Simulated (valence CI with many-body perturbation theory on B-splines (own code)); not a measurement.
**E1 line list for Pb⁴⁹⁺**

Level of theory: configuration interaction combined with many-body perturbation theory (CI+MBPT): five valence electrons over a frozen Dirac-Fock core [Ar] 3d10, a basis of 9 s, 9 p, 8 d, 6 f, 3 g, 1 h functions for each j, with the one-electron correlation potential Σ1 (screened to all orders), the two-electron term Σ2, the three-electron term Σ3, Breit, model QED; selected single and double excitations, second order for the rest (own B-spline code, finite nucleus).

The last digits are not significant, and no measured levels were compared; by estimate large intervals hold to a few tenths of a per cent, small ones and those within an open d or f shell to about a per cent. Among the levels kept, up to 330 cm⁻¹ of a level comes from second order outside the variational space, and about a tenth of that is noise between levels of different J, which matters for small intervals.

Lines 151 to 200 of 210 in falling wavelength, among levels below 543.05 eV, chosen from the strongest by gf and those to the six lowest levels. Wavelengths and rates use the calculated energies. Electric multipoles are in the length gauge, E1 and E2 with the static RPA response of the core. Weak lines are less certain than strong ones. Lines between different terms over intervals too small for the method are left out, as are lines whose strength nearly cancels. Where a level lies close to another of its J and parity, the split of strength between their lines is uncertain. The highest levels of a list are the least certain.

Levels are named by their leading jj configuration (3d3/2^4 stands for four electrons in 3d with j = 3/2), which in mixed levels can hold well under half, so a name can repeat and another be missing. Letters in brackets count levels of one name in rising energy.

```
λ vac (nm)                               Upper                       Lower   A (s⁻¹)  S (a.u.) with core polarisation  S without
     4.492  (4s 4p1/2^2 4p3/2 4d3/2) J=1/2 [a]  (4s^2 4p1/2^2 4d3/2) J=3/2  1.23e+09                         1.10e-04   1.16e-04
     4.476  (4s 4p1/2^2 4p3/2 4d5/2) J=5/2 [a]  (4s^2 4p1/2^2 4d5/2) J=5/2  1.92e+11                         5.09e-02   5.36e-02
     4.452          (4s 4p1/2^2 4p3/2^2) J=5/2  (4s^2 4p1/2^2 4p3/2) J=3/2  2.96e+11                         7.73e-02   8.14e-02
     4.438        (4s 4p1/2 4p3/2^3) J=3/2 [a]  (4s^2 4p1/2 4p3/2^2) J=5/2  4.40e+10                         7.60e-03   8.01e-03
     4.372  (4s 4p1/2^2 4p3/2 4d5/2) J=3/2 [a]  (4s^2 4p1/2^2 4d5/2) J=5/2  1.10e+11                         1.82e-02   1.92e-02
     4.367  (4s 4p1/2^2 4p3/2 4d5/2) J=7/2 [a]  (4s^2 4p1/2^2 4d5/2) J=5/2  6.17e+10                         2.03e-02   2.14e-02
     4.340        (4s 4p1/2 4p3/2^3) J=3/2 [a]  (4s^2 4p1/2 4p3/2^2) J=3/2  9.18e+11                         1.48e-01   1.56e-01
     4.289            (4s 4p1/2 4p3/2^3) J=5/2  (4s^2 4p1/2 4p3/2^2) J=5/2  9.55e+11                         2.23e-01   2.35e-01
     4.258  (4s 4p1/2^2 4p3/2 4d3/2) J=3/2 [b]  (4s^2 4p1/2^2 4d3/2) J=3/2  5.20e+11                         7.93e-02   8.36e-02
     4.247  (4s 4p1/2^2 4p3/2 4d5/2) J=7/2 [b]  (4s^2 4p1/2^2 4d5/2) J=5/2  6.88e+11                         2.08e-01   2.19e-01
     4.229            (4s 4p1/2 4p3/2^3) J=1/2  (4s^2 4p1/2 4p3/2^2) J=1/2  9.96e+11                         7.44e-02   7.84e-02
     4.212        (4s 4p1/2 4p3/2^3) J=3/2 [b]  (4s^2 4p1/2 4p3/2^2) J=1/2  4.68e+11                         6.91e-02   7.28e-02
     4.198            (4s 4p1/2 4p3/2^3) J=5/2  (4s^2 4p1/2 4p3/2^2) J=3/2  1.10e+10                         2.40e-03   2.53e-03
     4.194          (4s 4p1/2^2 4p3/2^2) J=1/2  (4s^2 4p1/2^2 4p3/2) J=3/2  5.61e+11                         4.08e-02   4.31e-02
     4.166          (4s 4p1/2^2 4p3/2^2) J=3/2  (4s^2 4p1/2^2 4p3/2) J=3/2  1.08e+12                         1.54e-01   1.63e-01
     4.141  (4s 4p1/2^2 4p3/2 4d3/2) J=1/2 [b]  (4s^2 4p1/2^2 4d3/2) J=3/2  9.65e+11                         6.77e-02   7.13e-02
     4.137  (4s 4p1/2^2 4p3/2 4d5/2) J=3/2 [b]  (4s^2 4p1/2^2 4d5/2) J=5/2  6.55e+11                         9.15e-02   9.65e-02
     4.126  (4s 4p1/2^2 4p3/2 4d3/2) J=5/2 [b]  (4s^2 4p1/2^2 4d3/2) J=3/2  1.38e+12                         2.86e-01   3.01e-01
     4.104  (4s 4p1/2^2 4p3/2 4d5/2) J=5/2 [b]  (4s^2 4p1/2^2 4d5/2) J=5/2  4.09e+11                         8.37e-02   8.82e-02
     4.100        (4s 4p1/2 4p3/2^3) J=3/2 [b]  (4s^2 4p1/2 4p3/2^2) J=5/2  1.54e+12                         2.10e-01   2.21e-01
     4.088          (4s^2 4p1/2 4d3/2^2) J=5/2  (4s^2 4p1/2^2 4d5/2) J=5/2  1.62e+11                         3.27e-02   3.45e-02
     4.033            (4s 4p1/2 4p3/2^3) J=1/2  (4s^2 4p1/2 4p3/2^2) J=3/2  1.09e+12                         7.03e-02   7.41e-02
     4.017        (4s 4p1/2 4p3/2^3) J=3/2 [b]  (4s^2 4p1/2 4p3/2^2) J=3/2  1.15e+10                         1.47e-03   1.55e-03
     3.882  (4s 4p1/2^2 4p3/2 4d5/2) J=5/2 [a]  (4s^2 4p1/2^2 4d3/2) J=3/2  4.69e+08                         8.12e-05   8.54e-05
     3.803  (4s 4p1/2^2 4p3/2 4d5/2) J=3/2 [a]  (4s^2 4p1/2^2 4d3/2) J=3/2  1.93e+10                         2.09e-03   2.21e-03
     3.658      (4s 4p1/2^2 4p3/2 4d5/2) J=1/2  (4s^2 4p1/2^2 4d3/2) J=3/2  9.92e+09                         4.79e-04   5.03e-04
     3.643  (4s^2 4p1/2 4p3/2 4d3/2) J=5/2 [a]  (4s^2 4p1/2^2 4p3/2) J=3/2  3.58e+09                         5.13e-04   5.40e-04
     3.635  (4s^2 4p1/2 4p3/2 4d3/2) J=3/2 [a]  (4s^2 4p1/2^2 4p3/2) J=3/2  1.10e+11                         1.04e-02   1.10e-02
     3.634  (4s^2 4p1/2 4p3/2 4d3/2) J=1/2 [a]  (4s^2 4p1/2^2 4p3/2) J=3/2  3.10e+09                         1.47e-04   1.55e-04
     3.625  (4s 4p1/2^2 4p3/2 4d5/2) J=3/2 [b]  (4s^2 4p1/2^2 4d3/2) J=3/2  1.48e+08                         1.39e-05   1.49e-05
     3.599  (4s 4p1/2^2 4p3/2 4d5/2) J=5/2 [b]  (4s^2 4p1/2^2 4d3/2) J=3/2  2.59e+11                         3.57e-02   3.76e-02
     3.587          (4s^2 4p1/2 4d3/2^2) J=5/2  (4s^2 4p1/2^2 4d3/2) J=3/2  8.88e+11                         1.21e-01   1.28e-01
     3.557      (4s^2 4p3/2^2 4d3/2) J=3/2 [a]  (4s^2 4p1/2 4p3/2^2) J=1/2  1.98e+11                         1.76e-02   1.85e-02
     3.544          (4s^2 4p3/2^2 4d3/2) J=1/2  (4s^2 4p1/2 4p3/2^2) J=1/2  4.51e+10                         1.98e-03   2.09e-03
     3.477      (4s^2 4p3/2^2 4d3/2) J=3/2 [a]  (4s^2 4p1/2 4p3/2^2) J=5/2  7.48e+11                         6.21e-02   6.55e-02
     3.468          (4s^2 4p3/2^2 4d3/2) J=5/2  (4s^2 4p1/2 4p3/2^2) J=5/2  1.45e+12                         1.79e-01   1.89e-01
     3.451          (4s^2 4p3/2^2 4d3/2) J=7/2  (4s^2 4p1/2 4p3/2^2) J=5/2  2.22e+12                         3.61e-01   3.80e-01
     3.433      (4s^2 4p3/2^2 4d3/2) J=3/2 [b]  (4s^2 4p1/2 4p3/2^2) J=1/2  2.30e+12                         1.83e-01   1.93e-01
     3.417      (4s^2 4p3/2^2 4d3/2) J=3/2 [a]  (4s^2 4p1/2 4p3/2^2) J=3/2  2.09e+12                         1.65e-01   1.74e-01
     3.409  (4s^2 4p1/2 4p3/2 4d3/2) J=5/2 [b]  (4s^2 4p1/2^2 4p3/2) J=3/2  2.94e+12                         3.44e-01   3.63e-01
     3.408          (4s^2 4p3/2^2 4d3/2) J=5/2  (4s^2 4p1/2 4p3/2^2) J=3/2  1.02e+12                         1.20e-01   1.26e-01
     3.405          (4s^2 4p3/2^2 4d3/2) J=1/2  (4s^2 4p1/2 4p3/2^2) J=3/2  2.75e+12                         1.07e-01   1.13e-01
     3.391  (4s^2 4p1/2 4p3/2 4d3/2) J=3/2 [b]  (4s^2 4p1/2^2 4p3/2) J=3/2  3.87e+12                         2.98e-01   3.14e-01
     3.381  (4s^2 4p1/2 4p3/2 4d3/2) J=1/2 [b]  (4s^2 4p1/2^2 4p3/2) J=3/2  3.16e+12                         1.21e-01   1.27e-01
     3.358      (4s^2 4p3/2^2 4d3/2) J=3/2 [b]  (4s^2 4p1/2 4p3/2^2) J=5/2  3.52e+09                         2.63e-04   2.78e-04
     3.302      (4s^2 4p3/2^2 4d3/2) J=3/2 [b]  (4s^2 4p1/2 4p3/2^2) J=3/2  4.38e+10                         3.11e-03   3.29e-03
     3.281          (4s^2 4p3/2^2 4d5/2) J=7/2  (4s^2 4p1/2 4p3/2^2) J=5/2  1.81e+10                         2.52e-03   2.66e-03
     3.251  (4s^2 4p1/2 4p3/2 4d5/2) J=3/2 [a]  (4s^2 4p1/2^2 4p3/2) J=3/2  9.30e+08                         6.31e-05   6.64e-05
     3.229  (4s^2 4p1/2 4p3/2 4d5/2) J=5/2 [a]  (4s^2 4p1/2^2 4p3/2) J=3/2  3.47e+10                         3.46e-03   3.65e-03
     3.120  (4s^2 4p1/2 4p3/2 4d5/2) J=5/2 [b]  (4s^2 4p1/2^2 4p3/2) J=3/2  4.72e+10                         4.24e-03   4.48e-03
```
